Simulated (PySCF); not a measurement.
## `C#C[C@H](C)CCOBF`, C6H10BFO

Geometry:
```csv
atom,x (Å),y (Å),z (Å)
C1,-2.934,-1.755,-0.168
C2,-1.963,-1.086,0.039
C3,-0.797,-0.249,0.268
C4,-1.233,1.215,0.378
C5,0.214,-0.485,-0.866
C6,1.569,0.179,-0.618
O7,2.218,-0.409,0.500
B8,2.374,0.166,1.674
F9,1.946,1.415,1.898
H10,-3.782,-2.348,-0.339
H11,-0.339,-0.557,1.217
H12,-0.404,1.843,0.690
H13,-1.610,1.571,-0.579
H14,-2.026,1.310,1.116
H15,-0.193,-0.098,-1.802
H16,0.373,-1.560,-0.979
H17,2.222,0.009,-1.481
H18,1.453,1.256,-0.469
H19,2.902,-0.407,2.545
```

Theory: GIAO KT2/6-31G* magnetisability, rotational g tensor and spin-rotation constants, non-relativistic, gas phase (PySCF). Geometry: GFN2-xTB.

(1) What are the magnetisability and the molar susceptibility?

(2) Split it along the inertial axes a, b, c into diamagnetic and paramagnetic parts about the centre of mass, with the quadrupole moment.

(3) And the rotational g tensor?

## Answers

(1) Isotropic -1375 × 10⁻³⁰ J/T², or -82.8 × 10⁻⁶ cm³/mol; principal values -1438, -1366, -1321 × 10⁻³⁰ J/T², anisotropy 102 × 10⁻³⁰ J/T² (root of half the summed squared differences of the principal values). The susceptibility is in cgs units.

(2) 
```tsv
axis	χ (10⁻⁶ cm³/mol)	diamagnetic (10⁻⁶ cm³/mol)	paramagnetic (10⁻⁶ cm³/mol)	summed x² of all electrons (Å²)	quadrupole Θ (D Å)
a	-86.1	-529.8	443.8	285.2	+0.57
b	-79.7	-1412.7	1333.0	77.1	-1.57
c	-82.6	-1537.4	1454.8	47.7	+1.00
```
Anisotropies 2χaa − χbb − χcc = -9.9 and 2χbb − χaa − χcc = +9.2 × 10⁻⁶ cm³/mol. Θ is traceless in Buckingham's convention.

(3) 
| axis | rotational constant (GHz) | g | nuclear part | electronic part |
| --- | --- | --- | --- | --- |
| a | 2.9336 | -0.0105 | 0.6011 | -0.6116 |
| b | 0.8724 | -0.0052 | 0.5411 | -0.5463 |
| c | 0.7953 | -0.0042 | 0.5393 | -0.5435 |

Asymmetric top; isotopes 11B, 12C, 19F, 1H, 16O; no vibrational averaging.
